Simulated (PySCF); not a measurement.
Basis and Hamiltonian dependence of the excitation energy of Sn⁺

Sn⁺ [Kr] 4d10 5s2 5p1 (2P) → Sn⁺ [Kr] 4d10 5s2 6s1 (2S). Calculated with PySCF 2.14 from differences of total energies of unrestricted determinants, without spin-orbit coupling. Values in eV.

```tsv
basis	Hamiltonian	functions	UHF	LDA	PBE0	MP2 (valence)	CCSD(T) (valence)
aug-cc-pVTZ-PP with ECP28MDF	ECP	55	6.550	6.595	6.569	6.546	6.576
def2-TZVPPD with the def2 core potential (28 electrons)	ECP	56	6.558	6.605	6.590	6.548	6.576
def2-QZVPPD with the def2 core potential (28 electrons)	ECP	88	6.558	6.595	6.570	6.574	6.596
aug-cc-pwCVTZ-PP with ECP28MDF	ECP	96	6.560	6.603	6.580	6.558	6.588
aug-cc-pwCVTZ-DK3	spin-free X2C	109	6.561	6.625	6.594	6.558	6.586
```

Frozen in the all-electron rows: valence: [Kr] 4d10; with a core potential, the same shells as far as they lie outside it.

Reference for a calculation without spin-orbit coupling: 6.702 eV (measured, between term centres; NIST).
